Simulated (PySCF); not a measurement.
In(PH2)3 (H6InP3), SMILES [PH2][In]([PH2])[PH2].

Geometry: B3LYP-D3(BJ)/def2-SVP. The def2 effective core potentials stand for the cores of In; spin–orbit coupling is left out. Other conformers were not sampled.

Two levels are set side by side: PBE/def2-TZVP (PySCF) and B3LYP/def2-TZVP (PySCF). Same geometry, gas phase. Differences are taken from unrounded values.

```
quantity                       PBE
---------------------------  -----
orbital gap (eV)              3.58
highest occupied level (eV)  -5.92
lowest empty level (eV)      -2.34
dipole moment (D)             0.54
mean polarisability (bohr³)  137.6
```

Q: These are the PBE values. What does B3LYP give? (The exact figures need the calculation; the answer reports its results.)

A: 
```csv
quantity,B3LYP,PBE minus B3LYP
orbital gap (eV),4.75,-1.17
highest occupied level (eV),-6.64,0.72
lowest empty level (eV),-1.89,-0.46
dipole moment (D),0.51,0.03
mean polarisability (bohr³),135.5,2.1
```

PBE's occupied levels lie high since its potential decays too fast outside the molecule; exact exchange lowers them and widens the gap. Differences between two approximate levels are no errors against the true value.

Rough cost on one machine, each run with all the roots and properties that it gave: B3LYP against PBE within a factor of 2.
